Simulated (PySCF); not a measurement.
Low-lying terms of In⁺ (indium, charge +1)

Ground state [Kr] 4d10 5s2, ¹S. Calculation: PySCF 2.14, in x2c-TZVPall with one added diffuse shell each of s, p, d, f type (9s7p5d3f, 76 functions); the spin-free X2C one-electron Hamiltonian (Gaussian nucleus). Vertical excitation energies in eV without spin-orbit coupling; excited terms of each kind are numbered among those the solver found. Frozen: [Kr].

```tsv
term	leading excitation	EOM-EE-CCSD	measured centre of gravity (NIST)
1 3P°	5s → p	5.444	5.531 (5s5p)
1 1P°	5s → p	7.901	7.816 (5s5p)
1 3S	5s → s	11.486	11.645 (5s6s)
1 1S	5s → s	11.902	12.030 (5s6s)
1 1D	5s → d	12.222	n/a
1 3D	5s → d	12.558	12.674 (5s5d)
2 3P°	5s → p	13.368	n/a
2 1P°	5s → p	13.582	n/a
2 3D	5s → d	16.178	n/a
1 3F°	5s → f	16.654	n/a
1 1F°	5s → f	16.702	n/a
2 1D	5s → d	17.000	n/a
```

Doubly excited terms such as np² are absent. The solver can miss terms. Rydberg members are limited by the diffuse functions of the basis.
